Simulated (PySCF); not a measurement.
## Calculated data, C$_{2}$H$_{6}$BO, CH$_{4}$BO, C$_{2}$H$_{7}$AlB, CH$_{5}$AlBO and others

Computed with PySCF 2.14.0. Calculation on a computer-drawn molecule: the log of a Hartree-Fock and frozen-core CCSD(T) single point meant for a local Hartree-Fock minimum, with one planted fault or none, to be diagnosed. Offsets are logged minus clean, where the clean run is the same molecule without the fault. The reference is restricted for singlets and unrestricted otherwise, and also for a bond in bohr or an excited solution. Adding or removing an electron swaps singlet and doublet. The excited solution moves the top pair (singlet) or top alpha electron (doublet) to the lowest empty orbital. Highest occupied and lowest empty are orbital energies over both spins, largest force is the largest gradient component, triples share is (T) over the correlation energy, the T1 limit is 0.02 restricted and 0.045 unrestricted, electrons count all cores, a negative frequency is imaginary (commonest isotopes), and the dipole is about the centre of nuclear charge.

Common to all runs: meant charge 0; logged SCF converged yes; logged CC converged yes; logged SCF stable within its kind yes; possible faults no fault, one electron removed, one electron added, multiplicity raised by two, geometry at a saddle point, SCF held on an excited solution, minimal basis STO-3G, one bond length entered in bohr, all coordinates scaled.

(1) 
```xyz
10
formula=C2H6BO meant_multiplicity=2 meant_basis=cc-pVDZ logged_electrons=31 logged_basis_functions=86 logged_spin_squared=3.7686 logged_highest_occupied=-5.6148 logged_lowest_empty=-2.7481 logged_largest_force=0.060782 logged_T1_diagnostic=0.043992 logged_D1_diagnostic=0.28801 logged_triples_share=0.026916 logged_dipole_magnitude=2.5706 logged_energy_HF=-178.48278 logged_energy_CCSD(T)=-179.06629 planted_fault=multiplicity_raised_by_two HF_energy_offset_from_clean_run=153.9 CCSD(T)_energy_offset_from_clean_run=156.7
B     -1.0433     0.9712    -0.5185
C     -1.0244     0.2621     0.8425
C     -1.3992     0.8372     2.1770
O     -1.6990     2.1986     2.1787
H     -1.4446     2.0960    -0.6373
H     -0.6656     0.3844    -1.4953
H     -0.7197    -0.7814     0.9012
H     -0.5620     0.7079     2.8675
H     -2.2274     0.2460     2.5946
H     -2.4279     2.3634     1.5995
```

Units: logged_highest_occupied, logged_lowest_empty in eV; logged_largest_force in hartree/bohr; logged_dipole_magnitude in debye; logged_energy_HF, logged_energy_CCSD(T) in hartree; HF_energy_offset_from_clean_run, CCSD(T)_energy_offset_from_clean_run in kcal/mol.

Drawn bonds:
```csv
atom,other atom,order
1,2,1
2,3,1
3,4,1
1,5,1
1,6,1
2,7,1
3,8,1
3,9,1
4,10,1
```

(2) 
```xyz
10
formula=C2H6BO meant_multiplicity=2 meant_basis=cc-pVDZ logged_electrons=32 logged_basis_functions=86 logged_spin_squared=0 logged_highest_occupied=-1.2815 logged_lowest_empty=9.8484 logged_largest_force=0.063684 logged_T1_diagnostic=0.012294 logged_D1_diagnostic=0.0453 logged_triples_share=0.029627 logged_dipole_magnitude=4.9461 logged_energy_HF=-178.72328 logged_energy_CCSD(T)=-179.36207 planted_fault=one_electron_added HF_energy_offset_from_clean_run=2.997 CCSD(T)_energy_offset_from_clean_run=-28.9
B     -1.0433     0.9712    -0.5185
C     -1.0244     0.2621     0.8425
C     -1.3992     0.8372     2.1770
O     -1.6990     2.1986     2.1787
H     -1.4446     2.0960    -0.6373
H     -0.6656     0.3844    -1.4953
H     -0.7197    -0.7814     0.9012
H     -0.5620     0.7079     2.8675
H     -2.2274     0.2460     2.5946
H     -2.4279     2.3634     1.5995
```

Units: logged_highest_occupied, logged_lowest_empty in eV; logged_largest_force in hartree/bohr; logged_dipole_magnitude in debye; logged_energy_HF, logged_energy_CCSD(T) in hartree; HF_energy_offset_from_clean_run, CCSD(T)_energy_offset_from_clean_run in kcal/mol.

Drawn bonds:
```csv
atom,other atom,order
1,2,1
2,3,1
3,4,1
1,5,1
1,6,1
2,7,1
3,8,1
3,9,1
4,10,1
```

(3) 
```xyz
7
formula=CH4BO meant_multiplicity=2 meant_basis=cc-pVDZ logged_electrons=23 logged_basis_functions=19 logged_spin_squared=0.7552 logged_highest_occupied=-7.3134 logged_lowest_empty=5.2693 logged_largest_force=0.060971 logged_T1_diagnostic=0.02731 logged_D1_diagnostic=0.11613 logged_triples_share=0.016609 logged_dipole_magnitude=2.3007 logged_energy_HF=-137.8765 logged_energy_CCSD(T)=-138.03326 planted_fault=minimal_basis_STO-3G HF_energy_offset_from_clean_run=1144 CCSD(T)_energy_offset_from_clean_run=1319
B     -0.3946     1.3461     0.9695
C      0.4608     0.0993     0.8646
O      1.5900     0.0891     0.1437
H     -0.0733     2.3535     0.4047
H     -1.3965     1.3001     1.6287
H      0.2187    -0.8411     1.3550
H      2.0082    -0.7582     0.1763
```

Units: logged_highest_occupied, logged_lowest_empty in eV; logged_largest_force in hartree/bohr; logged_dipole_magnitude in debye; logged_energy_HF, logged_energy_CCSD(T) in hartree; HF_energy_offset_from_clean_run, CCSD(T)_energy_offset_from_clean_run in kcal/mol.

Drawn bonds:
```csv
atom,other atom,order
1,2,1
2,3,1
1,4,1
1,5,1
2,6,1
3,7,1
```

(4) 
```xyz
11
formula=C2H7AlB meant_multiplicity=2 meant_basis=cc-pV(D+d)Z logged_electrons=37 logged_basis_functions=31 logged_spin_squared=0.7628 logged_highest_occupied=-8.1346 logged_lowest_empty=5.715 logged_largest_force=0.04434 logged_T1_diagnostic=0.014937 logged_D1_diagnostic=0.077882 logged_triples_share=0.010743 logged_dipole_magnitude=0.97277 logged_energy_HF=-342.23627 logged_energy_CCSD(T)=-342.44659 planted_fault=minimal_basis_STO-3G HF_energy_offset_from_clean_run=2596 CCSD(T)_energy_offset_from_clean_run=2765
B     -1.5952     1.8590    -0.8073
C     -1.8374     0.3635    -1.0818
Al    -2.1709    -1.0408     0.2374
C     -2.5240    -0.6403     2.1269
H     -0.6610     2.4314    -1.3094
H     -2.3039     2.4847    -0.0608
H     -1.7042     0.0357    -2.1166
H     -2.1415    -2.5454    -0.2611
H     -1.7012    -1.0058     2.7548
H     -3.4269    -1.1556     2.4754
H     -2.6458     0.4275     2.3313
```

Units: logged_highest_occupied, logged_lowest_empty in eV; logged_largest_force in hartree/bohr; logged_dipole_magnitude in debye; logged_energy_HF, logged_energy_CCSD(T) in hartree; HF_energy_offset_from_clean_run, CCSD(T)_energy_offset_from_clean_run in kcal/mol.

Drawn bonds:
```csv
atom,other atom,order
1,2,1
2,3,1
3,4,1
1,5,1
1,6,1
2,7,1
3,8,1
4,9,1
4,10,1
4,11,1
```

(5) 
```xyz
9
formula=CH5AlBO meant_multiplicity=2 meant_basis=cc-pV(D+d)Z logged_electrons=37 logged_basis_functions=90 logged_spin_squared=3.7728 logged_highest_occupied=-5.4422 logged_lowest_empty=-2.0895 logged_largest_force=0.1019 logged_T1_diagnostic=0.049272 logged_D1_diagnostic=0.29607 logged_triples_share=0.026267 logged_dipole_magnitude=5.0412 logged_energy_HF=-382.05392 logged_energy_CCSD(T)=-382.55664 planted_fault=multiplicity_raised_by_two HF_energy_offset_from_clean_run=129.8 CCSD(T)_energy_offset_from_clean_run=129.9
B     -2.1718     0.4707    -0.1886
C     -1.0050     1.4757    -0.2458
Al     0.8732     1.0604    -0.5105
O      1.9111     2.3663    -0.7863
H     -2.0691    -0.5737     0.4021
H     -3.2053     0.6955    -0.7648
H     -1.2674     2.5362    -0.2258
H      1.4410    -0.4107    -0.4757
H      2.8422     2.3532    -0.9300
```

Units: logged_highest_occupied, logged_lowest_empty in eV; logged_largest_force in hartree/bohr; logged_dipole_magnitude in debye; logged_energy_HF, logged_energy_CCSD(T) in hartree; HF_energy_offset_from_clean_run, CCSD(T)_energy_offset_from_clean_run in kcal/mol.

Drawn bonds:
```csv
atom,other atom,order
1,2,1
2,3,1
3,4,1
1,5,1
1,6,1
2,7,1
3,8,1
4,9,1
```

Notes: T1 above single-reference limit.

(6) 
```xyz
11
formula=C2H7AlB meant_multiplicity=2 meant_basis=cc-pV(D+d)Z logged_electrons=37 logged_basis_functions=31 logged_spin_squared=0.76 logged_highest_occupied=-6.4402 logged_lowest_empty=4.988 logged_largest_force=0.03877 logged_T1_diagnostic=0.018201 logged_D1_diagnostic=0.086197 logged_triples_share=0.01199 logged_dipole_magnitude=1.6739 logged_energy_HF=-342.20982 logged_energy_CCSD(T)=-342.43015 planted_fault=minimal_basis_STO-3G HF_energy_offset_from_clean_run=2605 CCSD(T)_energy_offset_from_clean_run=2774
B      0.2425    -1.7512     1.5928
C     -1.1992    -1.5777     1.0997
C     -1.8531    -0.2931     0.7915
Al    -2.5691     0.0598     2.6294
H      0.6791    -2.8486     1.8120
H      0.9467    -0.7892     1.7564
H     -1.8325    -2.4570     0.9924
H     -2.6616    -0.3678     0.0618
H     -1.1503     0.4973     0.5223
H     -1.7405     0.9604     3.6243
H     -3.9173    -0.6344     3.0702
```

Units: logged_highest_occupied, logged_lowest_empty in eV; logged_largest_force in hartree/bohr; logged_dipole_magnitude in debye; logged_energy_HF, logged_energy_CCSD(T) in hartree; HF_energy_offset_from_clean_run, CCSD(T)_energy_offset_from_clean_run in kcal/mol.

Drawn bonds:
```csv
atom,other atom,order
1,2,1
2,3,1
3,4,1
1,5,1
1,6,1
2,7,1
3,8,1
3,9,1
4,10,1
4,11,1
```

(7) 
```xyz
10
formula=CH6AlB2 meant_multiplicity=2 meant_basis=cc-pV(D+d)Z logged_electrons=35 logged_basis_functions=95 logged_spin_squared=1.564 logged_highest_occupied=-8.313 logged_lowest_empty=0.34746 logged_largest_force=0.011121 logged_T1_diagnostic=0.055465 logged_D1_diagnostic=0.24077 logged_triples_share=0.035 logged_dipole_magnitude=0.28796 logged_energy_HF=-332.48892 logged_energy_CCSD(T)=-332.89531 planted_fault=one_bond_length_entered_in_bohr,row_8_of_the_drawn_bonds HF_energy_offset_from_clean_run=62.65 CCSD(T)_energy_offset_from_clean_run=68.45
B      1.3774    -2.4058    -0.6034
C      1.5041    -1.9690     0.8602
B      2.5054    -0.8992     1.3090
Al     0.5426    -2.9858     2.2283
H      0.3323    -2.3434    -1.1953
H      2.3412    -2.8386    -1.1823
H      3.6798    -1.0503     1.0871
H      2.1551     0.0909     1.8951
H      0.9214    -2.2943     5.1029
H     -0.4112    -4.1634     1.7907
```

Units: logged_highest_occupied, logged_lowest_empty in eV; logged_largest_force in hartree/bohr; logged_dipole_magnitude in debye; logged_energy_HF, logged_energy_CCSD(T) in hartree; HF_energy_offset_from_clean_run, CCSD(T)_energy_offset_from_clean_run in kcal/mol.

Drawn bonds:
```csv
atom,other atom,order
1,2,1
2,3,1
2,4,1
1,5,1
1,6,1
3,7,1
3,8,1
4,9,1
4,10,1
```

Notes: T1 above single-reference limit.

(8) 
```xyz
6
formula=AlBH3N meant_multiplicity=1 meant_basis=cc-pV(D+d)Z logged_electrons=28 logged_basis_functions=66 logged_spin_squared=0 logged_highest_occupied=-8.4271 logged_lowest_empty=1.3392 logged_largest_force=9.165e-06 logged_lowest_frequency=167.57 logged_T1_diagnostic=0.015044 logged_D1_diagnostic=0.043947 logged_triples_share=0.029004 logged_dipole_magnitude=1.5093 logged_energy_HF=-322.85 logged_energy_CCSD(T)=-323.19775 planted_fault=no_fault HF_energy_offset_from_clean_run=0 CCSD(T)_energy_offset_from_clean_run=0
B     -2.1167     1.0728     0.1860
N     -1.9938     1.1370    -1.2120
Al    -1.0124    -0.1612    -2.0682
H     -1.5691     0.1623     0.7691
H     -2.7413     1.8832     0.8197
H     -2.4630     1.9074    -1.6564
```

Units: logged_highest_occupied, logged_lowest_empty in eV; logged_largest_force in hartree/bohr; logged_lowest_frequency in cm⁻¹; logged_dipole_magnitude in debye; logged_energy_HF, logged_energy_CCSD(T) in hartree; HF_energy_offset_from_clean_run, CCSD(T)_energy_offset_from_clean_run in kcal/mol.

Drawn bonds:
```csv
atom,other atom,order
1,2,1
2,3,1
1,4,1
1,5,1
2,6,1
```
